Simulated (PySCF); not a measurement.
C₇H₇ClN (doublet state).
Cartesian coordinates in Å at the GFN2-xTB level; atoms count from 1:
```
atom  x, y, z in Å
N1     4.2884   -0.9439   -0.7653
C2     3.5406   -0.1749   -0.3715
C3     2.5761    0.7744    0.1360
C4     1.3182    0.0602    0.5168
C5     0.1111    0.3192   -0.0396
C6    -1.0734   -0.3481    0.3076
C7    -2.3135   -0.0431   -0.2576
C8    -3.4658   -0.6761    0.0833
Cl9   -4.9688   -0.2780   -0.6175
H10    3.0236    1.2649    1.0090
H11    2.3846    1.5279   -0.6329
H12    1.4155   -0.7108    1.2677
H13    0.0377    1.0953   -0.7922
H14   -1.0222   -1.1321    1.0495
H15   -2.3539    0.7413   -1.0018
H16   -3.5060   -1.4673    0.8151
```

The hyperfine couplings belong to this conformer and change with its torsions.

Identity: `N#CC/C=C/C=C/[CH]Cl` [radical].

Method: UKS B3LYP, pcH-1 on C Cl H N, non-relativistic, mean-field spin-orbit, GIAO (PySCF 2.14.0). The structure is a single GFN2-xTB conformer in the gas phase; no vibrational or solvent corrections. Couplings are sensitive to structure, and on GFN2-xTB geometries they can be far from those on DFT ones. No stability test was run, so a lower SCF solution isn't excluded. ⟨S²⟩ is 0.790 where a pure state has 0.75.

Principal values of hyperfine tensors in MHz (contact, dipolar and spin–orbit terms together), for some of the nuclei:

```
atom  isotope      A1      A2      A3
  C6      13C    5.91    6.62  127.40
 H10       1H   43.14   43.96   50.00
  C4      13C    4.10    5.48  113.04
  C7      13C  -65.79  -28.59  -24.37
  C5      13C  -62.58  -27.96  -23.83
  C2      13C   31.04   31.32   35.17
 H16       1H  -47.91  -33.80  -13.77
 H14       1H  -45.57  -33.43  -13.80
```

**Question.** Split each tensor into its isotropic and traceless parts, and turn a_iso into mT with g = 2.0044.

**Answer.** a_iso is a third of the trace, T = A − a_iso, and a(mT) = a(MHz)/(g × 13.996). The tensors hold a spin–orbit part: the run splits a_iso into a_FC + a_SO, and T includes its anisotropic share.

```csv
atom,a_iso (MHz),a_FC,a_SO,a_iso (mT),T1,T2,T3
C6,46.64,46.75,-0.10,1.663,-40.73,-40.02,80.76
H10,45.70,45.70,0.00,1.629,-2.56,-1.74,4.30
C4,40.87,40.91,-0.04,1.457,-36.77,-35.39,72.17
C7,-39.59,-39.61,0.03,-1.411,-26.21,10.99,15.21
C5,-38.12,-38.14,0.02,-1.359,-24.46,10.16,14.29
C2,32.51,32.51,0.00,1.159,-1.47,-1.19,2.66
H16,-31.83,-31.90,0.07,-1.134,-16.08,-1.98,18.06
H14,-30.93,-30.93,-0.01,-1.103,-14.64,-2.50,17.13
```

**Question.** What spin density at the nucleus of C6 lies behind its contact coupling (g_N = 1.40482)?

**Answer.** a_FC = 800.24 MHz bohr³ × g_N × ρ(0)/(2S). With a_FC = 46.75 MHz and 2S = 1, ρ(0) = 0.04158 bohr⁻³.

**Question.** C8 (13C, g_N = 1.40482) isn't in the table. Its spin density at the nucleus is 0.04371 bohr⁻³. What is its contact coupling?

**Answer.** By the same relation, a_FC = 49.1 MHz. The spin–orbit term adds +0.30 MHz. Its full tensor has the principal values 9.24, 9.96, 129.14 MHz.

**Question.** Name the largest traceless tensor T of the table and describe it.

**Answer.** C6: -40.7, -40.0, 80.8 MHz (the dipolar term alone has -40.6, -40.1, 80.7), axial, in the ratio −1:−1:+2, the form that spin in one p orbital centred on that nucleus gives.

**Question.** In a single crystal, with the field along each principal axis of the tensor of H10 in turn, what first-order splitting does this nucleus give (isotropic g, quadrupole terms neglected)?

**Answer.** 2 lines (I = 1/2), spaced by |A_i|/(g × 13.996): 1.54, 1.57, 1.78 mT along the axes of A1, A2 and A3.
